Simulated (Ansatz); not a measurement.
The same path of AlH₉N₂OSi (14 atoms, charge 0, multiplicity 1) was run 3 times with different band settings.

These are results of Ansatz 0.2.0, RKS B3LYP/def2-SVP, not measurements.

Relaxed end points:

```xyz
14
Properties=species:S:1:pos:R:3
Al -0.125 0.416 0.161
O -0.613 0.030 1.794
Si -1.242 -0.829 3.037
H -2.368 -1.716 2.606
H -0.208 -1.694 3.691
H -1.775 0.093 4.092
N 1.556 -0.045 -0.325
H 1.751 -0.438 -1.243
H 2.245 -0.408 0.329
H -1.233 0.393 -0.986
N 0.096 2.445 0.507
H 1.062 2.690 0.272
H -0.527 3.036 -0.047
H -0.060 2.653 1.497
```

```xyz
14
Properties=species:S:1:pos:R:3
Al -0.151 0.441 0.169
O -0.619 0.064 1.811
Si -1.237 -0.830 3.037
H -2.117 -1.939 2.552
H -0.150 -1.445 3.865
H -2.056 0.029 3.953
N 1.497 -0.085 -0.359
H 1.656 -0.473 -1.286
H 2.193 -0.473 0.273
H -1.282 0.471 -0.954
N 0.150 2.458 0.529
H 1.121 2.672 0.286
H -0.458 3.075 -0.013
H 0.010 2.661 1.522
```

Common settings: movable images 5; climbing image yes; optimiser quadratic models (default); force threshold 0.03 eV/Å; iteration limit 60; end points relaxed.

| run | spring | start path |
| --- | --- | --- |
| 1 | 5.0 eV/Å² | through a guess of the saddle point |
| 2 | 50.0 eV/Å² | through a guess of the saddle point |
| 3 | 5.0 eV/Å² | straight line |

**Question.** What does each run give, and how far can it be trusted?

**Answer.** Run 1: converged after 38 iterations, highest image 0.003 eV above the first end. The top lies less than 8 meV above the higher end, about what the thresholds resolve: the motion is nearly free. A vibrational analysis at the climbing image gives no mode beyond 40i cm⁻¹: the surface is too flat there to confirm a saddle point.
Run 2: converged after 56 iterations, highest image 0.005 eV above the first end. The top lies less than 8 meV above the higher end, about what the thresholds resolve: the motion is nearly free. Another band between the same ends (5 images) ends at a top of the same energy, where a vibrational analysis finds no clearly imaginary modes.
Run 3: converged after 3 iterations, highest image 0.001 eV above the first end. The highest image is an end point: on this band no image between the ends rises above it.
